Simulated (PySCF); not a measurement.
Run record for `C=CC[B@H-]1OC=CC=[O+]1`: LC-wPBE/pcSseg-0, full TDDFT, 6 singlets.

Method: TDDFT LC-wPBE/pcSseg-0, vertical, gas phase, core orbitals frozen in the response (PySCF 2.14.0, density-fitted response routines). Geometry: GFN2-xTB. The input is one job of a driver script: a line of settings, then coordinates in Å.

Command:
```bash
OMP_NUM_THREADS=1 python probes_run.py task.json out
```

Input:
```
{"job": {"kind": "uv", "xc": "LC-wPBE", "basis": "pcSseg-0", "nstates": 6, "ntriplets": 5, "tda": false}, "charge": 0, "multiplicity": 1}
C      1.758457     0.546086     1.295064
C      1.256952    -0.571351     0.794611
C      1.306643    -0.959244    -0.641259
B     -0.092900    -0.584269    -1.416935
O     -1.261172    -1.301214    -0.693711
C     -1.938835    -0.686132     0.175113
C     -1.829051     0.668436     0.458686
C     -0.992301     1.413812    -0.367974
O     -0.280653     0.934656    -1.289848
H      2.300100     1.245677     0.678699
H      1.661244     0.804670     2.336759
H      0.715667    -1.250077     1.445673
H      1.485473    -2.031703    -0.725886
H      2.128117    -0.440288    -1.135949
H     -0.140012    -0.871002    -2.563527
H     -2.686079    -1.288083     0.696811
H     -2.427031     1.134916     1.218110
H     -0.973377     2.501469    -0.276095
```

What does the run print?

```
coarse grid: 15360 points
cycle   1  E = -408.1205412142  dE =  2.051e+00  |g| = 7.981e-01  |ddm| = 4.253e+00
cycle   2  E = -408.1055299254  dE =  1.501e-02  |g| = 9.884e-01  |ddm| = 1.560e+00
cycle   3  E = -408.2748533550  dE = -1.693e-01  |g| = 8.051e-02  |ddm| = 8.599e-01
cycle   4  E = -408.2764362744  dE = -1.583e-03  |g| = 4.265e-02  |ddm| = 1.241e-01
cycle   5  E = -408.2768993957  dE = -4.631e-04  |g| = 5.553e-03  |ddm| = 6.114e-02
cycle   6  E = -408.2769130382  dE = -1.364e-05  |g| = 2.666e-03  |ddm| = 1.455e-02
cycle   7  E = -408.2769156171  dE = -2.579e-06  |g| = 9.564e-04  |ddm| = 5.654e-03
final grid: 149224 points
cycle   8  E = -408.1774694694  dE = -6.597e-05  |g| = 3.592e-03  |ddm| = 2.883e-02
cycle   9  E = -408.1774713871  dE = -1.918e-06  |g| = 2.900e-03  |ddm| = 6.477e-03
cycle  10  E = -408.1774732151  dE = -1.828e-06  |g| = 7.771e-04  |ddm| = 2.954e-03
cycle  11  E = -408.1774731162  dE =  9.891e-08  |g| = 2.596e-04  |ddm| = 9.813e-04
cycle  12  E = -408.1774731244  dE = -8.235e-09  |g| = 5.245e-05  |ddm| = 4.294e-04
cycle  13  E = -408.1774731254  dE = -9.256e-10  |g| = 1.738e-05  |ddm| = 8.165e-05
converged SCF energy = -408.1774731254

Static polarisability (au): isotropic 69.678, principal 52.598 73.893 82.543

Singlet excitations
state   eV       nm        f      main configurations
  1   3.7691    328.9   0.03166   H->L 0.94
  2   5.1230    242.0   0.00175   H-3->L 0.94
  3   5.6926    217.8   0.07270   H-1->L 0.90
  4   6.6079    187.6   0.04181   H-2->L 0.83
  5   6.8288    181.6   0.00078   H-7->L 0.63, H-3->L+2 0.09, H-5->L 0.09
  6   7.3643    168.4   0.30164   H->L+1 0.93

Triplet excitations (Tamm-Dancoff, eV): 2.6226 4.2864 4.6837 5.1006 6.0504
```

The SCF starts on a coarse grid where the log names one; the energy can jump when the final grid takes over, and dE then counts from the start density on the new grid. H and L stand for HOMO and LUMO; the number after each pair is its weight.

Which computed singlet has the largest oscillator strength, and what do all of them sum to?

State 6 at 7.36 eV (168 nm), f = 0.302; the 6 states sum to 0.450.

Give S1 in cm⁻¹ and kJ/mol.

3.7691 eV × 8065.54 = 30400 cm⁻¹; × 96.485 = 363.7 kJ/mol.

In short: SCF converged in 13 cycles with 99 basis and 900 fitting functions; HOMO -9.04 eV, LUMO -0.27 eV; lowest singlet 3.77 eV; lowest triplet 2.62 eV (Tamm–Dancoff); mean polarisability 69.7 au.

Estimate the wall time. Hardware: one thread of an Arm Neoverse V1, no GPU, shared host. And the peak memory of the process?

About 22 s, with 0.54 GiB resident at the peak, the Python interpreter and its libraries included.

Shape of the structure used: `[CH2:1]=[CH:2][CH2:3][B@H-:4]1[O:5][CH:6]=[CH:7][CH:8]=[O+:9]1`: C1–C2–C3–B4 -97°, C2–C3–B4–O5 -58°.

One conformer stands for the species.
